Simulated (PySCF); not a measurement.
**Substituent chemical shifts**

Parent skeleton `[CH2:1]=[N:2][SiH2:3][CH:4]([CH3:5])[CH3:6]`; one hydrogen on atom 5 is replaced by X. Hydrogens on one atom are averaged.

Method: GFN2-xTB geometry, NMR shieldings at PBE0/pcSseg-1/GIAO, in PySCF 2.14.0 with density-fitted response routines (relativity neglected, single conformer, rapidly exchanging positions averaged, no solvent model).

Referencing at the same level of theory: 13C (σ = 186.93 ppm) and 29Si (σ = 349.16 ppm) and 1H (σ = 31.72 ppm) vs TMS; 15N (σ = 267.73 ppm) against NH3.

Parent (X = H): C1 171.0, N2 427.2, Si3 -27.8, C4 19.9, C5 20.6, C6 20.6, H(C1) 8.73, H(Si3) 4.88, H(C4) 0.94 ppm. Effects are Δδ = δ(X) − δ(H), positive for deshielding.

Known members:
```tsv
X	C1	N2	Si3	C4	C5	C6	H(C1)	H(Si3)	H(C4)
CF3	+5.5	-13.4	-1.2	-3.9	+20.6	+0.0	+0.08	+0.16	+0.25
SH	+1.2	-3.9	-2.1	+11.1	+16.5	-6.4	-0.02	-0.02	-0.46
N=CH2	+3.6	-11.3	-4.0	+6.5	+49.8	-3.6	+0.11	+0.20	-0.19
F	+1.3	-2.6	-1.3	+7.9	+71.1	-5.6	+0.00	+0.22	+0.30
```

Four more derivatives gave (Δδ, ppm):
```json
{"compound": "1", "C1": "+0.3", "N2": "-1.9", "Si3": "+1.6", "C4": "+1.5", "C5": "+23.7", "C6": "-5.5", "H(C1)": "+0.01", "H(Si3)": "+0.01", "H(C4)": "-0.20"}
{"compound": "2", "C1": "+0.1", "N2": "+0.4", "Si3": "+5.4", "C4": "+8.3", "C5": "+14.7", "C6": "-1.2", "H(C1)": "-0.06", "H(Si3)": "+0.08", "H(C4)": "-0.13"}
{"compound": "3", "C1": "+3.8", "N2": "-11.5", "Si3": "-0.6", "C4": "-0.1", "C5": "+22.7", "C6": "-4.3", "H(C1)": "+0.01", "H(Si3)": "+0.26", "H(C4)": "+0.18"}
{"compound": "4", "C1": "+5.4", "N2": "-17.0", "Si3": "+1.0", "C4": "-0.7", "C5": "+23.6", "C6": "-1.3", "H(C1)": "-0.04", "H(Si3)": "+0.02", "H(C4)": "+0.51"}
```

Q: Their substituents are CH3, CHF2, COOCH3, isopropenyl. Which is which?

A: 1: X = isopropenyl (C=N[SiH2][C@H](C)CC(=C)C); 2: X = CH3 (C=N[SiH2][C@H](C)CC); 3: X = CHF2 (C=N[SiH2][C@H](C)CC(F)F); 4: X = COOCH3 (C=N[SiH2][C@H](C)CC(=O)OC).

Experimental scales use liquid or dissolved standards, which lie at an offset from isolated NH3 (liquid NH3: subtract about 20 ppm). Unscaled 15N shifts of sp2 nitrogen come out 20 to 40 ppm too high even then.
